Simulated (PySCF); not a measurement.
Compound: C3H5NOSi.
InChI=1S/C3H5NOSi/c1-2-5-6-3-4/h2H,1,6H2

Torsions of this conformer, `[CH2:1]=[CH:2][O:3][SiH2:4][C:5]#[N:6]`: C1–C2–O3–Si4 -159°, C2–O3–Si4–C5 -47°.

The closed-shell ground state was solved at several levels (PySCF, density fitting, gas phase, non-relativistic). One conformer (not necessarily the lowest) at the PBE0-D3(BJ)/def2-SVP geometry, without solvent, vibrations or thermal averaging.

```
             level  basis functions  total energy (Eh)  HOMO (eV)  LUMO (eV)  gap (eV)  dipole (D)
       PBE0/6-31G*               98          -536.3491      -7.07      -0.93      6.14        2.55
CAM-B3LYP/pcSseg-2              293          -536.8061      -8.74      -0.21      8.53        2.77
     PBE0/pcSseg-2              293          -536.4903      -7.38      -1.31      6.07        2.72
      PBE0/cc-pVTZ              254          -536.4762      -7.32      -1.19      6.13        2.70
       PBE0/STO-3G               39          -529.8478      -4.34       3.45      7.79        2.69
        PBE0/6-31G               68          -536.2275      -7.00      -0.96      6.04        2.45
      PBE0/cc-pVDZ              113          -536.3814      -7.18      -0.96      6.22        2.52
    PBE0/def2-TZVP              222          -536.4851      -7.36      -1.27      6.09        2.73
  PBE0/aug-cc-pVDZ              187          -536.3998      -7.34      -1.27      6.07        2.79
PBE0/6-311+G(2d,p)              200          -536.4586      -7.37      -1.34      6.03        2.77
  wB97X-D/pcSseg-2              293          -536.8119      -9.24       0.50      9.74        2.73
  LC-wPBE/pcSseg-2              293          -536.6427     -10.11       0.96     11.07        2.77
```

(1) Estimate the row for B97-2/pcSseg-2, a basis of 293 functions; the other rows only guide the guess.

(2) Over all these levels, which gives the widest orbital gap and which the narrowest?

(3) How much does the basis alone move the frontier levels among the 9 PBE0 rows?

(4) How far do the dipole and the HOMO energy spread over the levels?

Answers

(1) Total energy -536.8219 Eh, HOMO -7.12 eV, LUMO -1.32 eV, gap 5.80 eV, dipole 2.72 D.

(2) LC-wPBE/pcSseg-2 (range-separated hybrid) has the widest, 11.07 eV, and B97-2/pcSseg-2 (global hybrid, 21 % exact exchange) the narrowest, 5.80 eV. The two share the basis. From the narrowest to the widest the HOMO moves by -2.99 eV and the LUMO by +2.28 eV.

(3) The HOMO by 3.04 eV and the LUMO by 4.79 eV. By rising basis size (HOMO, LUMO in eV): STO-3G -4.34, 3.45; 6-31G -7.00, -0.96; 6-31G* -7.07, -0.93; cc-pVDZ -7.18, -0.96; aug-cc-pVDZ -7.34, -1.27; 6-311+G(2d,p) -7.37, -1.34; def2-TZVP -7.36, -1.27; cc-pVTZ -7.32, -1.19; pcSseg-2 -7.38, -1.31.

(4) The dipole runs from 2.45 to 2.79 D (mean 2.69 D) and the HOMO from -10.11 to -4.34 eV.

Note: wB97X-D ran without an empirical dispersion term, which enters the total energy and its gradient alone.
